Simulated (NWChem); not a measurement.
Molecule: CH₃BrTe; SMILES [Te](Br)C

All runs: NWChem. Medium grid unless said otherwise, to which SCAN and Minnesota functionals are sensitive. The geometry was optimised at PBE0/def2-SVP. def2 effective core potentials on Te; no spin-orbit coupling. Hybrids' shares of exact exchange are those that their runs print; pure functionals count as 0. The functionals differ in more than this share.

| row | share of exact exchange | orbital gap (eV) |
|---|---|---|
| PBE/def2-SVP | 0.00 | 1.80 |
| TPSS/def2-SVP | 0.00 | 1.96 |
| TPSSh/def2-SVP | 0.10 | 2.70 |
| B3LYP/def2-SVP | 0.20 | 3.27 |
| M06/def2-SVP | 0.27 | 3.80 |
| MPW1K/def2-SVP | 0.43 | withheld |

Question: Fit a straight line of the last column on the one before it, predict the withheld value, and compare with the run.

Answer: 
1. Means of the 5 shown rows: x = 0.114, y = 2.706. Slope Σ(x − x̄)(y − ȳ)/Σ(x − x̄)² = 0.4076/0.05792 = 7.037; intercept 1.904.
2. The shown rows scatter about the line by 0.070 (root mean square); the largest residual is -0.10, at PBE/def2-SVP.
3. At x = 0.43 (MPW1K/def2-SVP; beyond the shown range) the line gives 4.93.
4. The run gives 5.06, +0.13 from the line, 1.9 times the scatter.
